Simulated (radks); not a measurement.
Results of a calculation; reference values are marked as such.
Task: The table gives one normalised radial function P(r) = r R(r) (large component) of Tl26+ in [Kr] 4d10 4f9 (r in bohr). Code: a radial shooting solver on a logarithmic mesh with Libxc functionals. Model: Dirac Kohn-Sham, PBE, spin-unpolarised, spherical densities, finite nucleus; open shells fill j = l - 1/2 first; Fermi nuclear charge, rms radius 5.4759 fm.

r          P
0.002114  0.0000
0.002709  0.0000
0.003444  0.0000
0.004413  0.0000
0.00561   0.0000
0.00719   0.0000
0.009213  0.0001
0.01171   0.0003
0.01501   0.0007
0.01908   0.0018
0.02445   0.0043
0.03133   0.0102
0.03983   0.0225
0.05104   0.0495
0.06489   0.1011
0.08315   0.1997
0.1066    0.3682
0.1355    0.6151
0.1736    0.9492
0.2207    1.2950
0.2828    1.5671
0.3624    1.6272
0.4606    1.4250
0.5903    1.0105
0.7504    0.5650
0.9616    0.2222
1.232     0.0558

Which n and l does it have? It may be an empty orbital.

Result: n = 4, l = 3: the number of nodes gives n - l - 1 = 0, the rise at small r points to l (this Dirac orbital starts outside the nucleus as r^gamma with gamma = sqrt((l + 1)^2 - (Z/c)^2) = 3.96; the j = 7/2 orbital of l + 1 starts with the same power, but with a smaller coefficient, and then steepens), and the extent must fit the shell. The curve is that of 4f7/2; the two j differ most near the nucleus, where j = l - 1/2 has the larger amplitude, and in heavy atoms j = l - 1/2 is also the more compact. 4f7/2: eigenvalue -843.96 eV, 0 radial nodes, <r> = 0.411 bohr, 90 % of the charge inside 0.629 bohr.
